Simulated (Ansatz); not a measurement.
The cluster Hg2F3 (the lowest doublet isomer of a short search). The state is a doublet with charge 0. Geometry PBE0-D4/def2-SVP, basis def2-TZVP, Ansatz.

```xyz
5

Hg   -0.540   -2.182    1.144
Hg    0.558    0.892   -0.413
F    -0.027    2.453   -1.386
F     1.364   -0.632    0.574
F    -1.355   -0.531    0.081
```

```json
{"run": "A", "HOMO (eV)": "-7.68", "LUMO (eV)": "-4.81"}
{"run": "B", "HOMO (eV)": "-7.52", "LUMO (eV)": "-5.26"}
{"run": "C", "HOMO (eV)": "-7.07", "LUMO (eV)": "-5.56"}
{"run": "D", "HOMO (eV)": "-6.50", "LUMO (eV)": "-5.65"}
{"run": "E", "HOMO (eV)": "-6.64", "LUMO (eV)": "-5.82"}
{"run": "F", "HOMO (eV)": "-6.93", "LUMO (eV)": "-6.29"}
```

In the def2 sets Hg takes a core potential; there is no spin–orbit coupling. B3LYP takes the VWN-RPA correlation. The structure comes from a short search, and lower isomers may exist.

HOMO and LUMO are taken over both spins.

Q: The runs used B3LYP, B97M-V, LDA (SPW92), PBE, PBE0, r2SCAN. Estimate which is which.

A: A PBE0 (25 % exact exchange); B B3LYP (20 % exact exchange); C r2SCAN (0 % exact exchange); D B97M-V (0 % exact exchange); E PBE (0 % exact exchange); F LDA (SPW92) (0 % exact exchange). Exact exchange lowers occupied and raises empty levels; among semilocal functionals meta-GGAs tend to open the gap a little, and such runs are hard to tell apart. The gap grows from 0.65 eV (LDA (SPW92)) to 2.87 eV (PBE0).
